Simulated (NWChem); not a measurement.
System meant: CH$_{3}$AlFI; SMILES [F][Al]([I])[CH3]

NWChem input:

```
start job
memory heap 200 mb stack 900 mb global 1100 mb
geometry units angstroms noautoz
  Al    -0.042010    -1.334803    -0.055285
  F     -1.512588    -2.001388    -0.461464
  I     -0.060686     1.081009     0.432440
  C      1.538329    -2.445842     0.009836
  H      2.438926    -1.879491     0.288483
  H      1.712014    -2.916815    -0.971699
  H      1.399366    -3.261005     0.738956
end
basis spherical
  Al library def2-svp
  F library def2-svp
  I library def2-svp
  C library def2-svp
  H library def2-svp
end
ecp
  I library def2-ecp
end
dft
  odft
  mult 2
  xc xpbe96 cpbe96
  iterations 150
  mulliken
end
task dft energy
```

End of the output:

```
 Summary of "ao basis" -> "" (spherical)
 ------------------------------------------------------------------------------
       Tag                 Description            Shells   Functions and Types
 ---------------- ------------------------------  ------  ---------------------
 Al                         def2-svp                 8       18   4s3p1d
 F                          def2-svp                 6       14   3s2p1d
 I                          def2-svp                10       26   4s4p2d
 C                          def2-svp                 6       14   3s2p1d
 H                          def2-svp                 3        5   2s1p

 Summary of "ao basis" -> "ao basis" (spherical)
 ------------------------------------------------------------------------------
       Tag                 Description            Shells   Functions and Types
 ---------------- ------------------------------  ------  ---------------------
 Al                         def2-svp                 8       18   4s3p1d
 F                          def2-svp                 6       14   3s2p1d
 I                          def2-svp                10       26   4s4p2d
 C                          def2-svp                 6       14   3s2p1d
 H                          def2-svp                 3        5   2s1p

      Symmetry analysis of basis
      --------------------------

        a'         60
        a"         27

  number of electrons :                   56
  multiplicity        :                    2
 ------------------------------------------------------------------------
  no. of electrons and multiplicity not compatible                  56
 ------------------------------------------------------------------------
 ------------------------------------------------------------------------
  current input line :
    29: task dft energy
 ------------------------------------------------------------------------
 ------------------------------------------------------------------------
 There is an error in the input file
 ------------------------------------------------------------------------
 For more information see the NWChem manual at https://nwchemgit.github.io

0: no. of electrons and multiplicity not compatible:Received an Error in Communication
```

Q: What is wrong, and how is it mended?

A: The input was rejected before any calculation. Cause: the multiplicity doesn't fit the number of electrons (an even count wants an odd multiplicity, and the reverse). This input runs:
```
start job
memory heap 200 mb stack 900 mb global 1100 mb
geometry units angstroms noautoz
  Al    -0.042010    -1.334803    -0.055285
  F     -1.512588    -2.001388    -0.461464
  I     -0.060686     1.081009     0.432440
  C      1.538329    -2.445842     0.009836
  H      2.438926    -1.879491     0.288483
  H      1.712014    -2.916815    -0.971699
  H      1.399366    -3.261005     0.738956
end
basis spherical
  * library def2-svp
end
ecp
  I library def2-ecp
end
dft
  xc xpbe96 cpbe96
  iterations 150
  mulliken
end
task dft energy
```
It converges to -679.53823 Ha (PBE/def2-SVP with def2 effective core potentials on I).
